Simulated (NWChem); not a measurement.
System: TiHSF3; SMILES [Ti]([F])([F])([SH])[F]

NWChem input:

```
start job
memory heap 200 mb stack 900 mb global 1100 mb
geometry units angstroms noautosym nocenter noautoz
  Ti     0.011981    -0.333990     0.000506
  F     -0.859497    -0.881520     1.389776
  F      1.642863    -0.887110     0.009142
  F     -0.844076    -0.883067    -1.397745
  S      0.091659     1.938041     0.000185
  H     -1.263690     1.989423    -0.001546
end
basis spherical
  * library 6-31g*
end
dft
  xc hfexch
  iterations 150
end
property
  shielding 5 1 2 3 5 6
  efieldgrad
end
task dft property
```

All runs use the structure optimised with PBE0/def2-SVP.

GIAO values for the isolated, static molecule; σ is the absolute isotropic shielding, δ = σ(reference) − σ with the isolated reference molecule computed at the same levels (19F: trichlorofluoromethane, 1H: tetramethylsilane).

Atoms are numbered as in the input.

### Question
Give the results of this calculation. (Hartree-Fock/6-31G* (spherical d), GIAO.) Quantities: σ Ti1 (ppm); δ F2 (rotor mean) (ppm); σ S5 (ppm); δ H6 (ppm).

### Answer
```yaml
"σ Ti1 (ppm)": 152.9
"δ F2 (rotor mean) (ppm)": 293.6
"σ S5 (ppm)": 296.7
"δ H6 (ppm)": 4.11
```
